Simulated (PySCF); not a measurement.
Cartesian coordinates in Å; atom numbers follow the order of the lines, from 1:
```xyz
21

C    -1.396   -0.574   -1.015
C    -1.618    0.029    0.370
C    -3.087    0.362    0.610
O    -0.872    1.213    0.490
Si    0.603    1.432    1.132
O     0.979    2.981    0.843
C     1.811    0.245    0.356
C     2.539   -0.577   -0.156
Si    3.641   -1.836   -0.938
H    -1.980   -1.484   -1.126
H    -0.342   -0.805   -1.150
H    -1.700    0.139   -1.778
H    -1.282   -0.692    1.129
H    -3.693   -0.537    0.537
H    -3.213    0.795    1.599
H    -3.427    1.083   -0.129
H     0.629    1.299    2.583
H     0.668    3.411    0.051
H     4.639   -2.263    0.046
H     2.803   -2.969   -1.348
H     4.288   -1.235   -2.109
```

PySCF 2.14 calculation with coordinates at the GFN2-xTB level and GIAO PBE0/pcSseg-1 shieldings; equivalent nuclei averaged, non-relativistic Hamiltonian, single conformer, isolated molecule.

δ = σ(ref) − σ, references computed at the same level: $^{13}$C and $^{1}$H and $^{29}$Si against TMS; $^{17}$O vs H2O.

```tsv
atoms	nucleus	count	Hirshfeld charge	δ (ppm)
H18	$^{1}$H	1	0.18	1.97
Si9	$^{29}$Si	1	0.34	-99.5
Si5	$^{29}$Si	1	0.48	-60.1
C3	$^{13}$C	1	-0.12	?
O6	$^{17}$O	1	-0.31	44.8
O4	$^{17}$O	1	-0.22	79.6
C2	$^{13}$C	1	0.06	66.7
C8	$^{13}$C	1	-0.14	?
C1	$^{13}$C	1	-0.13	?
H13	$^{1}$H	1	0.03	4.12
H19/H20/H21	$^{1}$H	3	-0.07	?
H14/H15/H16	$^{1}$H	3	0.04	?
H17	$^{1}$H	1	-0.08	4.62
H10/H11/H12	$^{1}$H	3	0.04	1.42
C7	$^{13}$C	1	-0.15	124.1
```

Question: Complete the table.

Answer: 
- C8: 106.4 ppm, alkyne carbon
- C3: 27.7 ppm, methyl carbon; a saturated carbon with 1 carbon neighbour and no heteroatom attached
- C1: 26.9 ppm, methyl carbon; aliphatic region, no heteroatom directly attached
- H19/H20/H21: 4.23 ppm, hydrogen on a silicon bonded to C
- H14/H15/H16: 1.24 ppm, hydrogen on a methyl carbon

OH and NH positions are those of a molecule without intermolecular hydrogen bonds; in solution they move with solvent, concentration and temperature, and exchange usually removes their couplings. Shifts are as computed. Against solution values, carbons near 30 ppm lie about +3 ppm off and those near 130 ppm about +5 ppm. Of 1211 compounds with measured shifts, 218 miss one by over three times the rms of a fit or turn the order of signals round; such compounds aren't used in these exercises. Experimental scales use liquid or dissolved standards, which lie at an offset from isolated H2O (liquid H2O: subtract about 36 ppm).
